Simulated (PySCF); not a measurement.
CH₄O₂. Atoms are numbered in the order given.

```xyz
7

O     -1.1681    -0.0942    -0.2468
C      0.0000     0.0000     0.5307
O      1.1681     0.0942    -0.2468
H     -1.2434     0.7093    -0.7760
H      0.0018     0.8948     1.1580
H     -0.0018    -0.8948     1.1580
H      1.2434    -0.7093    -0.7760
```

Coordinates come from a B3LYP-D3(BJ)/def2-TZVP optimisation. Other conformers were not sampled.

The numbers are results of PBE/def2-TZVPD (PySCF), not measurements.

Symmetry labels are those of the subgroup C2 that the program uses (full group C2).

Problem. List the valence orbital energies around the gap with their symmetry. (The exact figures need the calculation; the answer reports its results.)

Solution. 
| orbital | symmetry | energy (eV) |
|---|---|---|
| HOMO−7 | A | -16.85 |
| HOMO−6 | B | -13.98 |
| HOMO−5 | A | -11.76 |
| HOMO−4 | B | -11.33 |
| HOMO−3 | A | -10.05 |
| HOMO−2 | B | -7.87 |
| HOMO−1 | A | -7.44 |
| HOMO | B | -6.69 |
| LUMO | A | -0.52 |
| LUMO+1 | B | 0.08 |
| LUMO+2 | A | 0.55 |
| LUMO+3 | B | 1.02 |
